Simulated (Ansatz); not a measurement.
Input for Ansatz (a quantum-chemistry and plane-wave program): R-wB97M-V/def2-TZVPP on C3H9B (SMILES BCCC).

Ansatz 0.2 input:
```yaml
crystal:
  periodic: [false, false, false]
  atoms:
    - {symbol: B, position_ang: [1.60524962, 0.88188778, -0.06049687]}
    - {symbol: C, position_ang: [0.78165729, -0.33147829, -0.56596738]}
    - {symbol: C, position_ang: [-0.40621438, -0.79826802, 0.28030478]}
    - {symbol: C, position_ang: [-1.55343384, 0.20880007, 0.26612617]}
    - {symbol: H, position_ang: [1.52852847, 1.25567756, 1.07275193]}
    - {symbol: H, position_ang: [2.38556137, 1.42442018, -0.78364118]}
    - {symbol: H, position_ang: [1.55332106, -1.12489143, -0.60495157]}
    - {symbol: H, position_ang: [0.49265094, -0.21202478, -1.61725303]}
    - {symbol: H, position_ang: [-0.77002918, -1.76570376, -0.07818415]}
    - {symbol: H, position_ang: [-0.07440083, -0.95513146, 1.31085542]}
    - {symbol: H, position_ang: [-2.39439833, -0.12995101, 0.87379937]}
    - {symbol: H, position_ang: [-1.91987636, 0.37011594, -0.75099083]}
    - {symbol: H, position_ang: [-1.22861582, 1.17654722, 0.65764733]}
basis:
  gaussian:
    orbitals: def2-TZVPP
hamiltonian:
  xc: {name: wB97M-V}
scf: {lower_state_search: off}
```

The log:

```
WARN ansatz: RAYON_NUM_THREADS=1 ignored (pool sized by the plan → 1); use --threads N
Functional definition: wB97M-V
these checks for a lower state are left out or cut short: stability, starts, cluster_reference, orbital_swaps, neighbouring_geometries, increment
integrals: 0.20 GiB planned
1240 factors; their error is unknown
integrals: 0.23 GiB planned
352 factors; integrals over basis functions are off by at most 1.2e-5 eV
mean field: 1.79 GiB planned
mean field evaluation 1: about -3927.3016 eV, gradient 4.8e1 eV
mean field evaluation 2: about -3929.4468 eV, gradient 3.6e1 eV
mean field evaluation 4: about -3932.5281 eV, gradient 9.0e-1 eV
mean field evaluation 8: about -3932.5112 eV, gradient 6.4e-1 eV
mean field evaluation 16: about -3932.5117 eV, gradient 3.7e-5 eV
mean field -3932.51169815 eV, -144.5171393550 hartree, gradient 8.6e-6 eV, S^2 0.000000; 0 other end points of the search recorded, 0 dependent functions left out
reference -3932.51175324 eV, -144.5171413793 hartree; 16, 16 occupied and 234, 234 virtual orbitals, 1240 factors
Total energy: -3932.51175324 eV, -144.5171413793 hartree
Checks for a lower state left out: stability, starts, cluster_reference, orbital_swaps, neighbouring_geometries, increment
```

The run converged.

Cost: around 8 core-seconds (rough).
